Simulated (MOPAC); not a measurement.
MOPAC input (PM7):

```
PM7 FORCE THERMO(298,298) PRECISE LET GEO-OK AUX(PRECISION=9) THREADS=1
OZr

Zr    0.00000000 1    0.00000000 1   -0.30885319 1
O    -0.00000000 1   -0.00000000 1    1.45404681 1
```

Q: Which zero-point energy does it print?

A: 1.24 kcal/mol, from the harmonic wavenumbers of PM7.
